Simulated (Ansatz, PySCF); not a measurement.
System: sum formula HSiO2 (charge 0, doublet). It need not be the lowest isomer of its formula. 
Structure (B3LYP-D3(BJ)/def2-TZVP (Ansatz, a program for electronic structure) minimum search):
```xyz
4

Si    -0.3586    -0.1016    -0.1448
O     -0.5497    -0.1792     1.3687
O      1.0441     0.3150    -0.8842
H      1.0643     0.3351    -1.8479
```
Charge 0, spin multiplicity 2.

Quantity: vertical electron affinity (to the singlet state of charge -1; a negative value means that the extra electron is unbound and the number depends on the basis; each state is the SCF solution reached for its spin), in eV. Correlated levels leave the core frozen unless marked. Open shells are spin-unrestricted. No spin-orbit coupling. No relativistic terms. Anions need diffuse functions: aug- sets have them; def2-D sets add few. CBS marks a two-point X^-3 extrapolation of the correlation energy; Hartree-Fock from the larger set. [CCSD(T)-MP2]/basis is that difference in the basis named.

```json
[
 {"level": "PBE0/def2-TZVPD", "program": "Ansatz", "vertical electron affinity (eV)": "2.04"},
 {"level": "M06-2X/def2-TZVPD", "program": "PySCF", "vertical electron affinity (eV)": "2.13"},
 {"level": "SCS-MP2/aug-cc-pV(T+d)Z", "program": "Ansatz", "vertical electron affinity (eV)": "2.13"},
 {"level": "CCSD/aug-cc-pV(D+d)Z", "program": "Ansatz", "vertical electron affinity (eV)": "…"},
 {"level": "RI-MP2/CBS(aug-cc-pV(T+d)Z,aug-cc-pV(Q+d)Z)+[CCSD(T)-MP2]/aug-cc-pV(T+d)Z", "program": "Ansatz", "vertical electron affinity (eV)": "…"}
]
```

Fill in the missing entries.


- CCSD/aug-cc-pV(D+d)Z, vertical electron affinity (eV): 2.03
- RI-MP2/CBS(aug-cc-pV(T+d)Z,aug-cc-pV(Q+d)Z)+[CCSD(T)-MP2]/aug-cc-pV(T+d)Z, vertical electron affinity (eV): 2.26
